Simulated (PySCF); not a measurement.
Job for PySCF: R-MP2/6-31G* on HF (SMILES F).

```python
from pyscf import gto, scf, dft, mp
from pyscf.data.elements import chemcore

mol = gto.M(
    atom='''
    F     0.31125763    0.51762906   -0.58608291
    H     0.47660562    0.05954985    0.22383835
    ''',
    basis='6-31g*',
    cart=True,
    charge=0, spin=0, verbose=3, max_memory=1800)
mf = scf.RHF(mol)
mf.conv_tol = 1e-8
mf.max_cycle = 100
mf.kernel()
if not mf.converged:
    mf = mf.newton().run(mf.mo_coeff, mf.mo_occ)
pt = mp.MP2(mf, frozen=chemcore(mol)).run()
```

The log:

```
converged SCF energy = -100.001586204634
E(RMP2) = -100.182044798227  E_corr = -0.180458593593237
E(SCS-RMP2) = -100.175916032081  E_corr = -0.174329827447356
```

The run converged.

Cost: very roughly 0.25 core-seconds.
